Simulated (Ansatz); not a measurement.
Mulliken charges of Cl2HfI2 (`[Cl][Hf]([Cl])([I])[I]`) from r2SCAN/def2-TZVPP in Ansatz (PBE0-D4/def2-TZVP geometry).

```
atom   x (Å)   y (Å)   z (Å)  charge (e)
 Cl1  -0.147  -0.648   2.261      -0.211
 Hf2   0.061  -0.064   0.033       0.712
 Cl3   1.936  -1.089  -0.850      -0.211
  I4  -2.116  -0.871  -1.311      -0.145
  I5   0.316   2.598  -0.174      -0.145
```

Task: By hand: the dipole of these point charges (1 e Å = 4.8032 D).

Result: Σ q r = (-0.073, 0.071, -0.059) e Å, of length 0.118 e Å = 0.57 D.

Task: How does the dipole of the full density compare? (An estimate is asked.)

Result: The calculation gave: (-0.051, 0.049, -0.041) e Å, 0.39 D; the point charges give 1.46 times that, at 0° from its direction.

Point charges leave out the atoms' own dipoles, such as those of lone pairs, and Mulliken's split depends on the basis, so the two needn't agree.
